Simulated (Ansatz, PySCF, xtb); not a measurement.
Gas-phase reaction in SMILES: C=CC#N + 2 C (CH4) -> C#N (CHN) + C=C (C2H4) + CC (C2H6) [ethane]
Structures are relaxed separately at B3LYP-D3(BJ)/def2-TZVP in Ansatz (a quantum-chemistry and plane-wave program). Unstable Hartree-Fock reference: C=CC#N.

Wanted: bond separation energy (enthalpy at 298 K, with B3LYP-D3(BJ) rigid-rotor harmonic-oscillator terms from PySCF), in eV. Cores are frozen in the correlated levels unless marked. No spin-orbit coupling. No relativistic terms. CBS(X,Y): correlation extrapolated as X^-3; Hartree-Fock from the larger set. The bracket is a focal-point correction in the basis named.

```json
[
 {"level": "GFN2-xTB", "program": "xtb", "bond separation energy (eV)": "0.84", "minus last row": "0.24"},
 {"level": "HF/cc-pVTZ", "program": "Ansatz", "bond separation energy (eV)": "0.58", "minus last row": "-0.02"},
 {"level": "B3LYP-D4/def2-TZVPD", "program": "Ansatz + dftd4", "bond separation energy (eV)": "0.71", "minus last row": "0.11"},
 {"level": "CCSD(T)/cc-pVDZ", "program": "Ansatz", "bond separation energy (eV)": "0.58", "minus last row": "-0.02"},
 {"level": "CCSD(T) with core electrons/cc-pwCVTZ", "program": "Ansatz", "bond separation energy (eV)": "0.61", "minus last row": "0.01"},
 {"level": "RI-MP2/CBS(cc-pVTZ,cc-pVQZ)+[CCSD(T)-MP2]/cc-pVDZ", "program": "Ansatz", "bond separation energy (eV)": "0.60", "minus last row": "0.00"},
 {"level": "RI-MP2/CBS(cc-pVTZ,cc-pVQZ)+[CCSD(T)-MP2]/cc-pVTZ", "program": "Ansatz", "bond separation energy (eV)": "0.60", "minus last row": "0.00"}
]
```
